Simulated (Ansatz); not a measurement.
Gas-phase electronic energies from Ansatz, PBE0-D4/def2-TZVP geometries. CBS: MP2 limit from def2 TZ/QZ plus the TZ coupled-cluster correction, frozen cores. Functionals use def2-TZVPP. B3LYP here is the variant with VWN-RPA as its local correlation; programs differ in this. Elements past krypton have def2 core potentials. For Br, Sn outer-core shells are correlated without core-valence functions, which leaves a few kJ/mol of doubt a bond. Scalar relativity is left out up to krypton. Each species was taken in one conformer, which may not be the lowest.

`[SiH3]/C=C/Br` + `[NH2][SnH2][OH]` → `[OH][SnH2][NH][SiH3]` + `C=CBr`  (ligand exchange at the Si–C bond)

(1) Is it downhill or uphill in electronic energy at CCSD(T)/CBS, and by how much? (Estimate.)

(2) What do these levels give: r2SCAN-D4, PBE0-D4, B3LYP-D4, ωB97X-V, B2PLYP, r2SCAN, PBE0, HF/def2-TZVPP, CCSD/def2-TZVPP, CCSD(T)/def2-TZVPP, HF/def2-QZVPP, MP2/def2-QZVPP? (Best estimate.)

Largest T1 diagnostic among the species: 0.013.

Answers

(1) Computed: Downhill: ΔE = -60.0 kJ/mol.

(2) Ansatz gave: r2SCAN-D4 -54.4, PBE0-D4 -53.0, B3LYP-D4 -58.1, ωB97X-V -59.0, B2PLYP -58.6, r2SCAN -54.1, PBE0 -51.9, HF/def2-TZVPP -68.5, CCSD/def2-TZVPP -61.8, CCSD(T)/def2-TZVPP -60.1, HF/def2-QZVPP -69.3, MP2/def2-QZVPP -60.7 kJ/mol.

From PBE to PBE0 (25 % exact exchange), in def2-TZVPP and without D4, ΔE moves by −4.9 kJ/mol. In def2-TZVPP, CCSD(T) changes the Hartree–Fock value by +8.4 kJ/mol (the triples alone add +1.7 kJ/mol) and MP2 by +8.1 kJ/mol.
